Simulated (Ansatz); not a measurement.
In₃Sb₂⁺, relaxed as a singlet with RKS r2SCAN-D4/def2-SVP in Ansatz, starting from the GFN1-xTB geometry. Force threshold 0.02 eV/Å.

In the def2 sets In, Sb take a core potential; there is no spin–orbit coupling. The structure comes from a short search, and lower isomers may exist.

Start:

Cartesian coordinates in Å:
```
In 0.5858 -0.3710 3.1890
In 0.9726 0.0630 -2.3627
In -1.8030 0.3980 -1.8636
Sb 0.9187 1.0532 0.5086
Sb -0.6741 -1.1432 0.5287
```

```csv
step,energy (eV),largest force component (eV/Å),SCF passes
1,-28605.2408,0.650,21
2,-28605.3311,0.364,25
3,-28605.3659,0.092,22
4,-28605.4078,0.123,27
5,-28605.4372,0.218,28
6,-28605.4963,0.304,29
7,-28605.5643,0.353,27
8,-28605.6120,0.376,28
9,-28605.6504,0.141,21
10,-28605.6746,0.146,28
11,-28605.6871,0.028,21
12,-28605.6879,0.012,22
```

Force components are those of the run's own axes.

End:

```xyz
5

In    0.503   -0.406    3.425
In    0.799    0.578   -2.125
In   -2.362   -0.271   -2.413
Sb    1.819    0.412    0.616
Sb   -0.759   -0.312    0.497
```

By distances, no bond broke or formed. The bond that changes most is In2–Sb5, from 3.54 to 3.18 Å (atoms count from 1). The end is the same structure that another start reached, the lowest one found.

No frequencies were taken in this run, so the end may be a saddle point.

It took 43 s on 4 threads of Arm Neoverse V1 on a shared host.
